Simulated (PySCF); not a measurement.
C6H4NS: g tensor and hyperfine couplings

Species: C6H4NS (doublet state).
Geometry (GFN2-xTB, Å), atoms numbered from 1 in this order:
```
atom  x, y, z in Å
C1     2.145   -0.847   -0.724
C2     1.647   -0.026    0.002
C3     1.107    0.952    0.850
S4     2.080    2.047    1.589
C5    -0.342    0.962    1.033
C6    -1.125    0.064    0.497
C7    -1.677   -0.895   -0.288
N8    -1.988   -0.754   -1.542
H9     2.568   -1.567   -1.359
H10   -0.720    1.749    1.674
H11   -1.917   -1.856    0.159
H12   -1.777    0.171   -1.915
```

The hyperfine couplings belong to this conformer and change with its torsions.

The species is `[H]/N=C\[C]=C/C(=S)C#C` [radical].

Method used: PySCF, UKS B3LYP, pcH-1 on C H N S, non-relativistic, mean-field spin-orbit, GIAO. The structure is a single GFN2-xTB conformer in the gas phase; no vibrational or solvent corrections. A GFN2-xTB geometry isn't a minimum of the functional, and hyperfine couplings can be far from their values at a DFT geometry. No stability test was run, so a lower SCF solution isn't excluded. ⟨S²⟩ is 0.782 where a pure state has 0.75.

```
g1, g2, g3                      : 1.99923, 2.00173, 2.00576
g_iso                           : 2.00224
Form of g                       : rhombic: the two nearest values differ by 38 % of g3 − g1
⟨S²⟩                            : 0.7820 (exact 0.7500)
α and β electrons               : 32, 31
HOMO–LUMO gap, α and β orbitals : 3.03, 3.02 eV
Total energy                    : -683.81517 Eh
```

Hyperfine couplings atom by atom, in MHz; T1 to T3 are the principal values of the dipolar part:

```tsv
atom	isotope	a_iso	of which spin–orbit	T1	T2	T3	Mulliken spin population
C1	13C	2.4	0.0	-1.3	0.1	1.2	0.01
C2	13C	-3.6	0.0	-1.6	0.3	1.3	-0.01
C3	13C	74.5	-0.1	-6.3	-0.1	6.5	0.06
S4	33S	-2.2	-0.3	-10.5	2.9	7.6	-0.04
C5	13C	-34.7	0.0	-11.6	3.3	8.3	-0.12
C6	13C	78.3	0.0	-63.6	-44.2	107.7	0.74
C7	13C	-43.7	0.0	-28.9	10.1	18.8	-0.22
N8	14N	18.2	0.0	-24.9	-24.5	49.4	0.55
H9	1H	-0.8	0.0	-1.0	-0.7	1.7	0.00
H10	1H	101.5	0.0	-4.2	-3.1	7.3	0.04
H11	1H	11.8	0.0	-6.1	0.0	6.1	0.01
H12	1H	-35.0	0.0	-25.3	-7.7	32.9	-0.02
```

The Mulliken spin populations are largest on C6 (+0.74), N8 (+0.55), C7 (-0.22) and C5 (-0.12).

Under fast tumbling the dipolar parts average out, and these isotropic splittings remain: 1 × 1H (H10, I = 1/2, 2 lines) with 3.62 mT, 1 × 1H (H12, I = 1/2, 2 lines) with 1.25 mT, 1 × 14N (N8, I = 1, 3 lines) with 0.65 mT and 1 × 1H (H11, I = 1/2, 2 lines) with 0.42 mT.

The 13C coupling of C6 (78.3 MHz) shows only in satellite lines or after enrichment, since that isotope makes up about 1.07 % of natural carbon.

The run took 61 s wall (grids of density and orbitals included) on one thread, Arm Neoverse V2 (aarch64), shared host with 96 logical CPUs at a one-minute load of 25, and the process peaked at 0.91 GiB of memory.
